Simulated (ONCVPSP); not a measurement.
## Ranking ONCV potentials for F (Z = 9)

All share these settings but for the change named:

- Element: fluorine
- Generator: ONCVPSP 4.0.1
- Type: optimised norm-conserving Vanderbilt (ONCV)
- Functional: PBEsol
- Relativity: scalar-relativistic
- Frozen core: [He]
- Valence charge: 7
- Reference configuration: 2s2 2p4 (charge +1)
- Partial waves: 2s: rc 0.70 bohr, ncon 4, nbas 9, qcut 9.1 1/bohr, 1 projector; 2p: rc 1.65 bohr, ncon 4, nbas 7, qcut 6.8 1/bohr, 2 projectors, debl 2 Ha
- Local potential: polynomial inside 0.60 bohr (lpopt 5, dvloc0 0 Ha)
- Core correction: Teter function, fcfact 5.5, rcfact 1.15

Cutoff: the first of the cutoffs (Ha) at which the residual kinetic energy of the hardest occupied pseudo-wave falls to 1 and 0.1 mHa per electron; the density cutoff is not measured.

The base gives 100 Ha.

Of 10 variants that were run, those that failed, showed a ghost or another fault, or gave nearly equal values are left out.

Problem. Rank these variants from softest to hardest (loose cutoff).
A. s: qcut 8.4; p: qcut 6.3
B. s: qcut 5.9; p: qcut 4.4
C. s: qcut 13.2; p: qcut 9.8
D. s: qcut 10; p: qcut 7.5
E. s: qcut 7.4; p: qcut 5.5

Solution. D (54 Ha), C (61 Ha), A (233 Ha), E (386 Ha), B (437 Ha).
